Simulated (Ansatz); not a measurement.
Al8Sb9⁻ (the lowest singlet isomer of a short search). The state is a singlet with charge -1. Geometry PBE-D4/def2-SVP, basis def2-TZVP, Ansatz.

Cartesian coordinates in Å:
```
Al -1.784 -0.506 -3.285
Al 2.591 -0.211 2.231
Al 0.465 1.252 -3.301
Al 1.947 -0.497 -0.221
Al 0.882 -1.589 -3.436
Al -1.660 1.054 0.211
Al -0.108 -1.067 2.903
Al 1.342 1.414 4.808
Sb -1.753 0.759 3.970
Sb -0.505 -1.410 0.189
Sb 2.000 -1.400 4.511
Sb -0.256 -0.251 -5.460
Sb 2.829 0.103 -2.620
Sb 0.544 1.612 2.007
Sb -1.131 -2.904 -2.233
Sb -3.499 1.662 2.005
Sb -1.903 1.979 -2.280
```

```tsv
run	HOMO (eV)	LUMO (eV)
A	-1.86	-1.44
B	-1.73	-1.36
C	-2.19	-1.07
D	-3.03	1.09
```

In the def2 sets Sb takes a core potential; there is no spin–orbit coupling. Single mean-field runs in def2-TZVP are fitted with def2-universal-jkfit. The structure comes from a short search, and lower isomers may exist.

Question: The runs used HF, PBE, PBE0, r2SCAN. Estimate which is which.

Answer: A r2SCAN (0 % exact exchange); B PBE (0 % exact exchange); C PBE0 (25 % exact exchange); D HF (100 % exact exchange). Exact exchange lowers occupied and raises empty levels; among semilocal functionals meta-GGAs tend to open the gap a little, and such runs are hard to tell apart. The gap grows from 0.37 eV (PBE) to 4.12 eV (HF).
